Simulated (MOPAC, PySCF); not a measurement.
CH3BO2, SMILES `C1B(O1)O` (H–O–B–O torsion 0°), neutral singlet in the gas phase. 

Cartesian coordinates (Å):
SMILES: OB1CO1
```xyz
7

O      1.7387     0.0799    -0.3700
B      0.4466    -0.0357    -0.0235
C     -1.0249     0.2498    -0.1595
O     -0.3264    -0.6519     0.8796
H      2.3407    -0.4299     0.1856
H     -1.5009     1.1068     0.3043
H     -1.6739    -0.3190    -0.8165
```
Charge 0, multiplicity 1.

All levels are single points at this geometry (B3LYP-D3(BJ)/def2-TZVP); Pople sets use spherical d functions. Orbital energies aren't observables, and empty levels follow the basis.

PM3 in MOPAC gives HOMO (eV) = -11.72.

Q: Estimate the HOMO (eV) from each of these levels: PBE-D3(BJ)/def2-TZVP in PySCF; TPSSh-D3(BJ)/def2-TZVP in PySCF; B3LYP/6-311+G** in PySCF; BP86/6-31G* in PySCF; M06-2X/6-31G* in PySCF; PBE/6-31G* in PySCF; SVWN5/6-31G* in PySCF; HF/6-31G* in PySCF; HF/STO-3G in PySCF; AM1 in MOPAC; PM6 in MOPAC; PM7 in MOPAC.

A: 
| level | HOMO (eV) |
|---|---|
| PBE-D3(BJ)/def2-TZVP in PySCF | -6.83 |
| TPSSh-D3(BJ)/def2-TZVP in PySCF | -7.47 |
| B3LYP/6-311+G** in PySCF | -8.12 |
| BP86/6-31G* in PySCF | -6.51 |
| M06-2X/6-31G* in PySCF | -9.30 |
| PBE/6-31G* in PySCF | -6.40 |
| SVWN5/6-31G* in PySCF | -6.52 |
| HF/6-31G* in PySCF | -11.48 |
| HF/STO-3G in PySCF | -9.20 |
| AM1 in MOPAC | -11.24 |
| PM6 in MOPAC | -10.85 |
| PM7 in MOPAC | -10.69 |
